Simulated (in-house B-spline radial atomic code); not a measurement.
Results of a calculation; reference values are marked as such.
**C in an electron gas of r_s = 4: phase shifts, screening and friction**

A nucleus sits in a uniform electron gas with a rigid positive background. The Kohn-Sham equations are solved self-consistently in the spin-unpolarised LDA (PW92), non-relativistic, on B-splines with outgoing waves at the boundary and partial waves to l = 8. The model has no lattice, no bands and no magnetic solution. Atomic units; δ_l are the phase shifts at the Fermi level, counted so that each bound state adds π, and good to about 0.0005.

The density parameter is r_s = 4 bohr.

```tsv
l	δ_l (rad)
0	4.9476
1	1.5961
2	-0.0607
3	-0.0017
4	0.0009
5	0.0001
6	0.0002
7	0.0001
8	0.0001
```

Bound levels below the band bottom (hartree): s -9.561, s -0.1741.

Task: Check the Friedel sum rule, and say where the screening charge sits.

Result: k_F = (9π/4)^(1/3)/r_s = 0.47979. The rule is Z = (2/π) Σ (2l + 1) δ_l. The terms are s 3.150, p 3.048, d -0.193, f -0.008 and 0.010 beyond, in all 6.007 against Z = 6. Bound states hold 4 s, 0 p, 0 d electrons, so the scattering states carry 2.01 in all; where a term is smaller than its bound count, the bound level has drawn weight out of the band.

Task: Find the transport cross section and the electronic stopping of a 2 keV C ion (mass 12.01 u).

Result: σ_tr = (4π/k_F²) Σ (l + 1) sin²(δ_l − δ_(l+1)). The terms for l = 0 to 3 are 0.0434, 1.9852, 0.0104, 0.0000, all together 2.0391, so σ_tr = 54.589 × 2.0391 = 111.314 bohr². With n = 3/(4π r_s³) = 0.00373, the friction coefficient is Q = n k_F σ_tr = 0.1992. For v well below v_F = 0.480, dE/dx = Q v; with 24801 eV per u at v = 1, v = √(2000/(24801 × 12.01)) = 0.0819, so dE/dx = 0.01632 hartree/bohr = 8.39 eV/nm. The largest term couples the p and d waves.
